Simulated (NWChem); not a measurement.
System: C4H9O, doublet; SMILES C[CH]CCO

Input file for NWChem:

```
start job
memory heap 200 mb stack 900 mb global 1100 mb
geometry units angstroms noautosym nocenter noautoz
  C      0.521725    -2.259321    -0.153442
  C     -0.552862    -1.319978     0.274246
  C     -0.660981     0.064755    -0.268993
  C      0.320748     1.079448     0.372719
  O      0.143639     2.397750    -0.105350
  H      0.786826    -2.120955    -1.224403
  H      1.473503    -2.117260     0.419650
  H      0.234691    -3.321187    -0.003309
  H     -1.147249    -1.576530     1.168025
  H     -0.459905     0.058202    -1.367907
  H     -1.684646     0.474089    -0.130763
  H      1.368926     0.714038     0.232105
  H      0.142572     1.117428     1.467869
  H      0.313944     2.379468    -1.065115
end
basis spherical
  C library iglo-ii
  O library iglo-ii
  H library iglo-ii
end
dft
  odft
  mult 2
  xc xpbe96 cpbe96
  iterations 150
end
property
  hyperfine
end
task dft property
```

Parts of the log:

```
             Northwest Computational Chemistry Package (NWChem) 7.3.0
             --------------------------------------------------------

                             Geometry "geometry" -> ""
                             -------------------------

 Output coordinates in angstroms (scale by  1.889725989 to convert to a.u.)

  No.       Tag          Charge          X              Y              Z
 ---- ---------------- ---------- -------------- -------------- --------------
    1 C                    6.0000     0.52172500    -2.25932100    -0.15344200
    2 C                    6.0000    -0.55286200    -1.31997800     0.27424600
    3 C                    6.0000    -0.66098100     0.06475500    -0.26899300
    4 C                    6.0000     0.32074800     1.07944800     0.37271900
    5 O                    8.0000     0.14363900     2.39775000    -0.10535000
    6 H                    1.0000     0.78682600    -2.12095500    -1.22440300
    7 H                    1.0000     1.47350300    -2.11726000     0.41965000
    8 H                    1.0000     0.23469100    -3.32118700    -0.00330900
    9 H                    1.0000    -1.14724900    -1.57653000     1.16802500
   10 H                    1.0000    -0.45990500     0.05820200    -1.36790700
   11 H                    1.0000    -1.68464600     0.47408900    -0.13076300
   12 H                    1.0000     1.36892600     0.71403800     0.23210500
   13 H                    1.0000     0.14257200     1.11742800     1.46786900
   14 H                    1.0000     0.31394400     2.37946800    -1.06511500

 Effective nuclear repulsion energy (a.u.)     176.1086966581

  pbe96 is a nonlocal functional; adding pw91lda local functional.
                              NWChem Property Module
                              ----------------------

  itol2e modified to match energy
  convergence criterion.

                                 NWChem DFT Module
                                 -----------------

 Summary of "ao basis" -> "ao basis" (spherical)
 ------------------------------------------------------------------------------
       Tag                 Description            Shells   Functions and Types
 ---------------- ------------------------------  ------  ---------------------
 C                          iglo-ii                 10       22   5s4p1d
 O                          iglo-ii                 10       22   5s4p1d
 H                          iglo-ii                  4        6   3s1p

  itol2e modified to match energy
  convergence criterion.

            General Information
            -------------------
          SCF calculation type: DFT
          Wavefunction type:  spin polarized.
          No. of atoms     :    14
          No. of electrons :    41
           Alpha electrons :    21
            Beta electrons :    20
          Charge           :     0
          Spin multiplicity:     2
          Use of symmetry is: off; symmetry adaption is: off
          Maximum number of iterations: 150
          AO basis - number of functions:   164
                     number of shells:    86
          Convergence on energy requested:  1.00D-07
          Convergence on density requested:  1.00D-05
          Convergence on gradient requested:  5.00D-04

              XC Information
              --------------
          PerdewBurkeErnzerhof Exchange Functional  1.000
            Perdew 1991 LDA Correlation Functional  1.000 local
           PerdewBurkeErnz. Correlation Functional  1.000 non-local

             Grid Information
             ----------------
          Grid used for XC integration:  fine
          Radial quadrature: Mura-Knowles
          Angular quadrature: Lebedev.
          Tag              B.-S. Rad. Rad. Pts. Rad. Cut. Ang. Pts.
          ---              ---------- --------- --------- ---------
          C                   0.70       70          13.0       590
          O                   0.60       70          14.0       590
          H                   0.35       60          14.0       590
          Grid pruning is: on
          Number of quadrature shells:   890
          Spatial weights used:  Erf1

      Superposition of Atomic Density Guess
      -------------------------------------

 Sum of atomic energies:        -229.94928834

      Non-variational initial energy
      ------------------------------

 Total energy =    -232.875396
 1-e energy   =    -658.304575
 2-e energy   =     249.320482
 HOMO         =      -0.129188
 LUMO         =       0.079946

   convergence    iter        energy       DeltaE   RMS-Dens  Diis-err
 ---------------- ----- ----------------- --------- --------- ---------
 d= 0,ls=0.0,diis     1   -232.6738538139 -4.09D+02  3.79D-03  3.87D-01
                                                     3.55D-03  3.81D-01
 d= 0,ls=0.0,diis     2   -232.6509066534  2.29D-02  3.17D-03  2.92D-01
                                                     3.07D-03  2.94D-01
 d= 0,ls=0.0,diis     3   -232.7069089180 -5.60D-02  1.11D-03  1.60D-01
                                                     1.05D-03  1.59D-01
 d= 0,ls=0.0,diis     4   -232.7590207200 -5.21D-02  2.11D-04  2.04D-03
                                                     2.01D-04  2.00D-03
 d= 0,ls=0.0,diis     5   -232.7596042789 -5.84D-04  1.27D-04  6.82D-04
                                                     1.04D-04  6.45D-04
  Resetting Diis
 d= 0,ls=0.0,diis     6   -232.7599206242 -3.16D-04  2.15D-05  1.62D-05
                                                     2.06D-05  1.90D-05
 d= 0,ls=0.0,diis     7   -232.7599286389 -8.01D-06  1.76D-05  2.91D-06
                                                     1.16D-05  1.85D-06
 d= 0,ls=0.0,diis     8   -232.7599272889  1.35D-06  9.11D-06  5.91D-06
                                                     7.29D-06  5.81D-06
 d= 0,ls=0.0,diis     9   -232.7599298280 -2.54D-06  1.34D-06  8.39D-08
                                                     1.36D-06  9.83D-08
 d= 0,ls=0.0,diis    10   -232.7599298600 -3.20D-08  9.49D-07  2.30D-08
                                                     6.70D-07  1.50D-08

         Total DFT energy =     -232.759929859968
      One electron energy =     -663.389996807338
           Coulomb energy =      287.803484254512
    Exchange-Corr. energy =      -33.282113965198
 Nuclear repulsion energy =      176.108696658056

 Numeric. integr. density =       41.000000536472

[...]

          ----------------------
          Hyperfine Interactions
          ----------------------

 Total Spin Density (Fermi Contact Term)
 ------------------ --------------------
     Atom            x         y         z       Density (a.u.)      Aiso(MHz)     Aiso(Gauss)
     1  13-C      0.98592  -4.26950  -0.28996      -0.028311        -31.827352     -11.356771
     2  13-C     -1.04476  -2.49440   0.51825       0.076220         85.685824      30.574781
     3  13-C     -1.24907   0.12237  -0.50832      -0.026142        -29.388625     -10.486574
     4  13-C      0.60613   2.03986   0.70434       0.082389         92.620655      33.049297
     5  17-O      0.27144   4.53109  -0.19908       0.000612         -0.371048      -0.132399
     6   1-H      1.48689  -4.00802  -2.31379       0.006519         29.140389      10.397998
     7   1-H      2.78452  -4.00104   0.79302       0.032097        143.471813      51.194224
     8   1-H      0.44350  -6.27613  -0.00625       0.008940         39.962477      14.259581
     9   1-H     -2.16799  -2.97921   2.20725      -0.012671        -56.635901     -20.209064
    10   1-H     -0.86909   0.10999  -2.58497       0.007777         34.763797      12.404566
    11   1-H     -3.18352   0.89590  -0.24711       0.006380         28.518364      10.176044
    12   1-H      2.58690   1.34934   0.43861      -0.000542         -2.424695      -0.865190
    13   1-H      0.26942   2.11163   2.77387      -0.000943         -4.216540      -1.504564
    14   1-H      0.59327   4.49654  -2.01278      -0.000176         -0.787702      -0.281071

           -------------------------------------------
           Anisotropic Interaction (Spin-Dipolar Term)
           -------------------------------------------

 ------------------------------------------------------------
     Atom            x         y         z
 ------------------------------------------------------------
     1  13-C      0.98592  -4.26950  -0.28996

   Spin-Dipolar term (a.u.)
        xx             yy             zz             xy             xz             yz
 ------------------------------------------------------------------------------------------
       0.015182      -0.003848      -0.011334      -0.009027       0.001972       0.008676

   Principal Comp. of -hf- tensor (au)            Anisotropic -hfcc- (MHz)               Anisotropic -hfcc- (Gauss)
 --------------------------------------------------------------------------------------------------------------------------
      0.018852    -0.000429    -0.018424       2.529797    -0.057522    -2.472275       0.902693    -0.020525    -0.882168

   Orientation of the principal axis of Hyperfine Tensor w.r.t absolute (molecular) frame
 --------------------------------------------------------------------------------------------------------------------------
      0.921234     0.330880    -0.204564
     -0.385695     0.708410    -0.591096
     -0.050667     0.623437     0.780230

 ------------------------------------------------------------
     Atom            x         y         z
 ------------------------------------------------------------
     2  13-C     -1.04476  -2.49440   0.51825

   Spin-Dipolar term (a.u.)
        xx             yy             zz             xy             xz             yz
 ------------------------------------------------------------------------------------------
       0.202359      -0.313819       0.111461       0.421752       0.700006       0.392592

   Principal Comp. of -hf- tensor (au)            Anisotropic -hfcc- (MHz)               Anisotropic -hfcc- (Gauss)
 --------------------------------------------------------------------------------------------------------------------------
      1.094185    -0.550191    -0.543994     146.829146   -73.830322   -72.998824      52.392202   -26.344450   -26.047752

   Orientation of the principal axis of Hyperfine Tensor w.r.t absolute (molecular) frame
 --------------------------------------------------------------------------------------------------------------------------
      0.675604    -0.471667    -0.566647
      0.378742     0.881450    -0.282136
      0.632546    -0.024001     0.774151

 ------------------------------------------------------------
     Atom            x         y         z
 ------------------------------------------------------------
     3  13-C     -1.24907   0.12237  -0.50832

   Spin-Dipolar term (a.u.)
        xx             yy             zz             xy             xz             yz
 ------------------------------------------------------------------------------------------
      -0.007040       0.017476      -0.010436       0.008872       0.007425      -0.004904

   Principal Comp. of -hf- tensor (au)            Anisotropic -hfcc- (MHz)               Anisotropic -hfcc- (Gauss)
 --------------------------------------------------------------------------------------------------------------------------
     -0.001719     0.020547    -0.018828      -0.230683     2.757277    -2.526594      -0.082313     0.983863    -0.901550

   Orientation of the principal axis of Hyperfine Tensor w.r.t absolute (molecular) frame
 --------------------------------------------------------------------------------------------------------------------------
      0.708765     0.284797    -0.645402
     -0.151551     0.954996     0.254982
      0.688974    -0.082911     0.720028

 ------------------------------------------------------------
     Atom            x         y         z
 ------------------------------------------------------------
     4  13-C      0.60613   2.03986   0.70434

   Spin-Dipolar term (a.u.)
        xx             yy             zz             xy             xz             yz
 ------------------------------------------------------------------------------------------
       0.013791       0.012474      -0.026265       0.052872       0.028250       0.026188

   Principal Comp. of -hf- tensor (au)            Anisotropic -hfcc- (MHz)               Anisotropic -hfcc- (Gauss)
 --------------------------------------------------------------------------------------------------------------------------
      0.079965    -0.038812    -0.041152      10.730481    -5.208230    -5.522252       3.828896    -1.858423    -1.970473

   Orientation of the principal axis of Hyperfine Tensor w.r.t absolute (molecular) frame
 --------------------------------------------------------------------------------------------------------------------------
      0.671340    -0.390010    -0.630234
      0.658156     0.704707     0.264987
      0.340783    -0.592689     0.729785

 ------------------------------------------------------------
     Atom            x         y         z
 ------------------------------------------------------------
     5  17-O      0.27144   4.53109  -0.19908

   Spin-Dipolar term (a.u.)
        xx             yy             zz             xy             xz             yz
 ------------------------------------------------------------------------------------------
      -0.012422       0.050737      -0.038315       0.051067      -0.004148      -0.000760

   Principal Comp. of -hf- tensor (au)            Anisotropic -hfcc- (MHz)               Anisotropic -hfcc- (Gauss)
 --------------------------------------------------------------------------------------------------------------------------
     -0.043117     0.079262    -0.036145       3.119893    -5.735315     2.615421       1.113254    -2.046499     0.933246

   Orientation of the principal axis of Hyperfine Tensor w.r.t absolute (molecular) frame
 --------------------------------------------------------------------------------------------------------------------------
      0.726321     0.487264    -0.484800
     -0.390620     0.872956     0.292171
      0.565574    -0.022837     0.824381

 ------------------------------------------------------------
     Atom            x         y         z
 ------------------------------------------------------------
     6   1-H      1.48689  -4.00802  -2.31379

   Spin-Dipolar term (a.u.)
        xx             yy             zz             xy             xz             yz
 ------------------------------------------------------------------------------------------
       0.003245      -0.005098       0.001853      -0.005392      -0.010106       0.005583

   Principal Comp. of -hf- tensor (au)            Anisotropic -hfcc- (MHz)               Anisotropic -hfcc- (Gauss)
 --------------------------------------------------------------------------------------------------------------------------
      0.015585    -0.008223    -0.007362       8.315340    -4.387432    -3.927908       2.967115    -1.565542    -1.401573

   Orientation of the principal axis of Hyperfine Tensor w.r.t absolute (molecular) frame
 --------------------------------------------------------------------------------------------------------------------------
      0.680314    -0.126116     0.721988
     -0.351028     0.808685     0.472026
     -0.643391    -0.574564     0.505890

 ------------------------------------------------------------
     Atom            x         y         z
 ------------------------------------------------------------
     7   1-H      2.78452  -4.00104   0.79302

   Spin-Dipolar term (a.u.)
        xx             yy             zz             xy             xz             yz
 ------------------------------------------------------------------------------------------
       0.011508      -0.004377      -0.007131      -0.008682       0.001437       0.001335

[...]
```

Level: PBE/IGLO-II, spin-unrestricted, contact and dipolar terms. All runs use the structure optimised with PBE-D3(BJ)/def2-SVP, spin-unrestricted. No stability test was run on the SCF state.
